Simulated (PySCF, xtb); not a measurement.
C3H7BO2, SMILES C[C@@H]1COB1O. One conformer was computed; it need not be the lowest.

Harmonic wavenumbers (cm⁻¹) from GFN2-xTB (xtb) at its own minimum, in rising order: 143, 165, 205, 316, 392, 506, 569, 610, 770, 902, 912, 929, 1000, 1034, 1113, 1123, 1132, 1163, 1188, 1256, 1307, 1390, 1409, 1470, 1501, 1504, 2948, 2964, 2966, 3011, 3026, 3034, 3642.

### Question
What does PBE-D3(BJ)/def2-SVP run with PySCF 2.14.0 give at its own minimum? (Estimate from the structure and the level; the computed values follow.)

### Answer
129, 167, 218, 320, 401, 472, 595, 613, 748, 853, 883, 925, 967, 970, 1081, 1113, 1126, 1152, 1178, 1260, 1341, 1351, 1413, 1427, 1432, 1502, 2957, 2965, 2996, 3030, 3037, 3048, 3775. Paired by order, the mean absolute difference is 24 cm⁻¹ and the zero-point energies are 65.2 and 65.0 kcal/mol.
